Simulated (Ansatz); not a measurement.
Consider the redistribution: `[SiH3]S[SiH2]Cl` + `[CH3][Ge]([SH])([Cl])[Cl]` → `[CH3][Ge]([SiH3])([Cl])[Cl]` + `SS[SiH2]Cl`.

Isolated molecules relaxed with PBE0-D4/def2-TZVP in Ansatz; ΔE leaves out vibrations. CBS: MP2 limit from def2 TZ/QZ plus the TZ coupled-cluster correction, frozen cores. Functionals use def2-TZVPP. B3LYP here is the variant with VWN-RPA as its local correlation; programs differ in this. For Ge outer-core shells are correlated without core-valence functions, which leaves a few kJ/mol of doubt a bond. Scalar relativity is left out up to krypton. One conformer a species, not always the lowest.

```tsv
level	ΔE (kJ/mol)	difference from CCSD(T)/CBS
r2SCAN-D4	132.3	-1.3
PBE0-D4	127.1	-6.5
B3LYP-D4	124.2	-9.4
ωB97X-V	132.7	-0.9
PBE	116.1	-17.5
r2SCAN	132.1	-1.5
PBE0	126.0	-7.6
B3LYP	121.9	-11.7
SCS-MP2/def2-TZVPP	143.5	9.9
CCSD/def2-TZVPP	138.3	4.7
CCSD(T)/def2-TZVPP	137.9	4.3
HF/def2-QZVPP	143.2	9.6
SCS-MP2/def2-QZVPP	141.6	8.0
HF/CBS(def2)	143.1	9.5
MP2/CBS(def2)	144.0	10.4
CCSD/CBS(def2)	133.9	0.3
CCSD(T)/CBS	133.6	0
```

Largest T1 diagnostic among the species: 0.011.

From PBE to PBE0 (25 % exact exchange), in def2-TZVPP and without D4, ΔE moves by +9.9 kJ/mol.
